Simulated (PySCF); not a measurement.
This triplet lies 0.28 eV below the relaxed singlet at the level B3LYP-D3(BJ)/def2-TZVP // PBE-D3(BJ)/def2-SVP (PySCF); other levels give the other order.

Cartesian coordinates (Å):
```xyz
24

Ni     0.0770    -0.0970     0.0838
O     -1.1774     1.6580    -0.5731
H     -0.8736     2.4919    -0.9838
H     -2.1302     1.8089    -0.4127
N      1.2673    -1.7445     0.7170
H      0.9068    -2.2314     1.5537
H      2.2352    -1.4911     0.9741
H      1.3749    -2.4911     0.0112
N     -0.3747    -0.9310    -1.8343
H     -0.9737    -0.2536    -2.3336
H     -0.9055    -1.8168    -1.8472
H      0.4207    -1.1024    -2.4704
N      1.7559     0.9305    -0.8050
H      2.1074     1.7468    -0.2784
H      1.5617     1.3033    -1.7487
H      2.5925     0.3392    -0.9394
N     -1.7514    -0.9602     0.8438
H     -1.6832    -1.9648     1.0753
H     -2.5412    -0.9125     0.1794
H     -2.1208    -0.5282     1.7064
N      0.3681     0.9574     1.9192
H      0.0236     0.4968     2.7769
H     -0.1492     1.8500     1.8712
H      1.3381     1.2255     2.1513
```
Charge +2, spin multiplicity 3.

Problem. What charge on the central atom (meta-Löwdin), spin population on the central atom (Mulliken), highest occupied spin orbital, charge on the central atom (Mulliken) and total energy does TPSSh-D3(BJ)/def2-TZVP // PBE-D3(BJ)/def2-SVP run with PySCF give?

Solution. 
```yaml
charge on the central atom (meta-Löwdin): 1.06 e
spin population on the central atom (Mulliken): 1.65
highest_occupied_spin_orbital: -13.95 eV
charge on the central atom (Mulliken): 0.59 e
total_energy: -1867.3634 Ha
```
